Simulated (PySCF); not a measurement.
Two species compared at the same levels of theory.

First species: C3H11NSi2.
Structure used (PBE0-D3(BJ)/def2-SVP), in Å, numbered top down from 1:
```xyz
17
C3H11NSi2 angstrom
C      2.7428   -0.6542    0.1368
C      1.4660   -0.8290   -0.2117
C      0.6498    0.1198   -1.0216
Si    -0.7095    0.9901   -0.0231
N      0.0273    1.7185    1.3636
Si    -2.3143   -0.5272    0.7696
H      3.2676   -1.3832    0.7590
H      3.3105    0.2239   -0.1894
H      0.9468   -1.7279    0.1456
H      1.2845    0.9020   -1.4735
H      0.1438   -0.3980   -1.8562
H     -1.3938    1.9333   -0.9788
H      0.9272    2.1794    1.2880
H     -0.5324    2.1211    2.1054
H     -1.6645   -1.6758    1.4769
H     -3.1374   -1.0751   -0.3560
H     -3.2431    0.1401    1.7378
```

Second species: C₂H₆Cl₄Si₂.
SMILES: `C[Si](C)(Cl)[Si](Cl)(Cl)Cl`

Levels: CAM-B3LYP/def2-SVPD for dipole moment, HOMO energy, LUMO energy, HOMO–LUMO gap, static isotropic polarisability and electronic spatial extent ⟨r²⟩ about the centre of nuclear charge; TDDFT CAM-B3LYP/def2-SVPD for lowest singlet excitation; TDA CAM-B3LYP/def2-SVPD for lowest triplet excitation (Tamm–Dancoff); ΔSCF CAM-B3LYP/def2-SVPD for vertical ionisation energy; PBE0-D3(BJ)/def2-SVP for rotational constant A and rotational constant C. Geometries: PBE0-D3(BJ)/def2-SVP. Each structure is a single optimised conformer of the isolated species, non-relativistic unless stated; the electronic structure was computed with PySCF and density fitting.

Dipoles, sizes and rotational constants follow the conformer. The torsions of the flexible species, by atom-mapped SMILES:
- `[CH2:1]=[CH:2][CH2:3][Si@H:4]([NH2:5])[SiH3:6]`: C1–C2–C3–Si4 -110°, C2–C3–Si4–N5 53°, H–N5–Si4–C3 40°, H–N5–Si4–C3 -171°
- `[CH3:1][Si:2]([CH3:3])([Cl:4])[Si:5]([Cl:6])([Cl:7])[Cl:8]`: C1–Si2–Si5–Cl6 53°

```
                                                         property    column X    column Y
                                                    dipole moment      1.25 D      2.87 D
                                                      HOMO energy    -8.36 eV    -9.50 eV
                                                      LUMO energy     0.98 eV     0.36 eV
                                                    HOMO–LUMO gap     9.34 eV     9.86 eV
                                        lowest singlet excitation     6.13 eV     6.60 eV
                         lowest triplet excitation (Tamm–Dancoff)     4.23 eV     5.78 eV
                                  static isotropic polarisability    103.9 au    128.8 au
                                       vertical ionisation energy     9.05 eV    10.10 eV
electronic spatial extent ⟨r²⟩ about the centre of nuclear charge  1191 bohr²  2515 bohr²
                                            rotational constant A   3.087 GHz   0.840 GHz
                                            rotational constant C   1.115 GHz   0.517 GHz
```

Task: Which column belongs to which species?

Result: Column X is the first species and column Y the second. The first has 17 atoms and 64 electrons, the second 14 and 114.

Task: How does each property change from the first species to the second?

Result: dipole moment +1.62 D; HOMO energy -1.14 eV; LUMO energy -0.62 eV; HOMO–LUMO gap +0.52 eV; lowest singlet excitation +0.47 eV; lowest triplet excitation (Tamm–Dancoff) +1.55 eV; static isotropic polarisability +24.9 au; vertical ionisation energy +1.05 eV; electronic spatial extent ⟨r²⟩ about the centre of nuclear charge +1324 bohr²; rotational constant A -2.247 GHz; rotational constant C -0.598 GHz.

On the first: The polarisability is 15.39 Å³ as a volume (1 au = 0.148185 Å³), or 1.62 au for each of the 64 electrons. No computed singlet falls in the visible range (750 to 380 nm, 1.65 to 3.26 eV); S1 lies 2.87 eV above its blue end.

On the second: S1 lies 3.26 eV below the HOMO–LUMO gap; its leading configuration is HOMO→LUMO, weight 0.92. No computed singlet falls in the visible range (750 to 380 nm, 1.65 to 3.26 eV); S1 lies 3.34 eV above its blue end.
